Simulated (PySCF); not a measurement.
# How methods differ on the ionisation energy of Bi²⁺

Bi²⁺ [Xe] 4f14 5d10 6s2 6p1 (2P) → Bi³⁺ [Xe] 4f14 5d10 6s2 (1S), as a difference of total energies. All numbers are calculated (PySCF 2.14, scalar relativity by spin-free X2C-1e, in ANO-RCC-VTZP). The calculations carry no spin-orbit coupling.

| method | ionisation energy (eV) |
| --- | --- |
| UHF | 23.080 |
| CAM-B3LYP | 23.860 |
| B3LYP | 23.809 |
| MN15 | 23.853 |

The reference lies between the lowest fine-structure levels, while these numbers refer to the centres of the terms.

For comparison: 25.571 eV (measured; NIST Atomic Spectra Database, ionization energies).
